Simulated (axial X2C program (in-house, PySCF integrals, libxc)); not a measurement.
**PdC⁺: from the spin-free to the two-component result**

All values were computed with an in-house all-electron X2C program for linear molecules (integrals from PySCF). Spin-free means the one-electron spin-free X2C Hamiltonian; two-component (2c) means X2C with spin–orbit coupling and atomic mean-field two-electron Coulomb and Gaunt terms, so the difference of the two also holds small scalar two-electron terms. Basis: Pd dyall-cv3z [12s12p8d5f3g], C dyall-v3z [7s6p2d1f] (cores contracted in-house); Gaussian nuclei, density fitting, unrestricted open shells. Masses: Pd 105.903 u, C 12.000 u.

Spin-free state: M_S = 1/2, Λ = 0 (beyond evenly filled blocks: σα); fragments Pd+ + C.

```csv
level,Re (Å),ωe (cm⁻¹),De (eV),μ (D)
PBE0,1.685,903.5,3.624,-0.26
r2SCAN,1.688,909.3,4.237,-0.29
```

Dipoles are positive if C is the positive end and refer to the centre of mass.

Two-component determinant lowest at the distance of the search:

Ω = 1/2 (⟨Sz⟩ = 0.49, ⟨Lz⟩ = 0.01 at PBE0); fragments Pd+ + C.

```tsv
level	Re (Å)	ωe (cm⁻¹)	μ (D)
PBE0	1.686	902.5	-0.28
r2SCAN	1.689	908.0	-0.29
```

(1) From the two tables, how do the constants change at the PBE0 level (2c against spin-free)?

One determinant describes the state; a PBE0 search over occupations chose it and may have missed a lower one. De is counted from the lowest determinant-based energies of the atoms at the same level, without counterpoise correction. De is not given where an atomic determinant may have missed its ground term or J level, or where the truncated virtual space spoils (T). Density functionals use the spin component along the axis (collinear). Other states lie close and PBE0, whose exact exchange favours high spin, may order them wrongly; the determinant shown need not be the ground state. The nearest other spin-free determinant of the search, M_S = 1/2, Λ = 1, lies 0.32 eV up at the distance of the search. The functionals have no current-density term, which raises determinants with orbital currents, atoms included.

Answers

(1) At the PBE0 level Re increases by 0.001 Å and ωe decreases by 1.0 cm⁻¹.
